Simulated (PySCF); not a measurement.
Hf(Cl)3(OSiH3), SMILES [SiH3][O][Hf]([Cl])([Cl])[Cl], singlet, B3LYP/def2-SVP optimised geometry.

```
9

Hf    -1.65    -1.99    -2.97
Cl    -0.33    -3.92    -3.31
Cl    -1.43    -0.51    -4.80
Cl    -3.91    -2.59    -2.65
O     -1.03    -1.11    -1.39
Si    -0.49    -0.33     0.00
H     -1.00     1.07     0.00
H      1.00    -0.33     0.00
H     -1.00    -1.07     1.19
```

Density from PySCF with B3LYP/def2-TZVP, def2 effective core potentials past Kr at that geometry. The core electrons that the potentials of Hf replace are not part of the density.

Minimum of the electron density along straight lines between bonded atoms, close to the bond critical point (lines longer than 1.1 times the sum of covalent radii, or with two minima, are not listed):

```csv
bond,length / Å,ρ at the minimum / e bohr⁻³,∇²ρ there / e bohr⁻⁵,position (fraction from the first atom)
O5–Si6,1.684,0.123,___,0.59
Si6–H7,1.488,0.124,0.13,0.49
Si6–H8,1.488,0.124,0.13,0.49
Si6–H9,1.488,0.124,0.13,0.49
```

What belongs in the gaps?


- O5–Si6, ∇²ρ there / e bohr⁻⁵: 0.68
